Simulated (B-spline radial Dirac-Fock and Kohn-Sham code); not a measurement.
# P³⁺ 1s: cross section and angular parameters

System: P³⁺, configuration [Ne] 3s2; threshold 2172.2 eV (orbital energy of the model). Method: Dirac-Hartree-Slater photoionisation with a Latter tail; cross sections with all multipoles, angular parameters from the dipole term and its interference with E2. Computed with a radial finite-basis atomic code.

The run's input, task.json:

```json
{"items": [{
  "Z": 15,
  "q": 3,
  "cfg": [[1, 0, 2], [2, 0, 2], [2, 1, 6], [3, 0, 2]],
  "A": 31,
  "rrms": 3.1889,
  "do": "xps",
  "hv": [53.0, 60, 69.7, 80, 107.0, 135.0, 148.0, 165.0, 175.0, 200, 228.0, 258.0, 306.0, 326.0, 422.0, 635.0, 775.0, 800, 880.0, 1486.9, 2000, 2470.0, 3120.0, 3590.0, 5414.7, 7220.0, 8047.8, 9610.0, 12400.0, 12700.0]
}]}
```

Command: `python xray2_run.py task.json out`

For linearly polarised light dσ/dΩ = σ/(4π) [1 + β P₂(cos θ) + (δ + γ cos²θ) sin θ cos φ], with θ from the polarisation vector and φ the angle between the beam and the projection of the electron momentum on the plane normal to the polarisation.

```
hν (eV)  σ (kb)      β      γ
   2470    85.7  2.000  0.141
   3120    47.4  2.000  0.496
   3590    32.9  2.000  0.674
 5414.7       ?      ?      ?
   7220    4.81  2.000  1.520
 8047.8    3.53  2.000  1.659
   9610    2.11  2.000  1.899
  12400   0.996  2.000  2.267
  12700   0.928  2.000  2.303
```

Question: Give the values at Cr Kα (5414.7 eV).

Answer: σ = 10.8 kb, β = 2.000, γ = 1.165. For an s subshell δ is negligible.
